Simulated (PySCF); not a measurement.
Compound: calcium monoxide, CaO.
Geometry (PBE0-D3(BJ)/def2-TZVP, Å), atoms numbered from 1 in this order:
```xyz
2
CaO angstrom
O      0.9109   -0.0286    0.0014
Ca    -0.8934   -0.0002   -0.0135
```

Method used: PBE0-D3(BJ)/def2-TZVP geometry optimisation, gas phase (PySCF).

Masses are those of the commonest isotopes; rigid-rotor values at the optimised geometry. 

Q: What are the moment of inertia and the rotational constant?

A: I = 37.202 u·Å², B = 505379 MHz·u·Å²/I = 13585 MHz (0.4531 cm⁻¹, or 0.652 K as hB/k). For two atoms I = μr² with μ = 11.4229 u and r = 1.8046 Å.

Q: List the first levels of a rigid rotor in a Σ state.

A: E(J) = BJ(J+1): J = 1: 0.906, J = 2: 2.719, J = 3: 5.438, J = 4: 9.063, J = 5: 13.594, J = 6: 19.032 cm⁻¹.

Q: Where do the first rotational lines fall?

A: The dipole is 8.77 D; J+1 ← J lies at 2B(J+1): 1 ← 0 at 27.17 GHz, 2 ← 1 at 54.34 GHz, 3 ← 2 at 81.51 GHz, 4 ← 3 at 108.68 GHz, 5 ← 4 at 135.85 GHz, 6 ← 5 at 163.02 GHz.

Q: Estimate the classical rotational partition function at 25 K, 100 K and 500 K.

A: Point group C∞v, symmetry number σ = 1; q = kT/(σhB), k/h = 20836.6 MHz/K: 38.3 at 25 K, 153 at 100 K, 767 at 500 K.

Not checked by PBE0-D3(BJ)/def2-TZVP frequencies. No vibrational averaging or centrifugal distortion is included, and the geometry carries the error of its method.

The run took 6.3 s of wall time on one thread, Arm Neoverse N1 (aarch64), shared host with 64 logical CPUs at a one-minute load of 56, and the process peaked at 0.29 GiB of memory. This is the geometry optimisation.
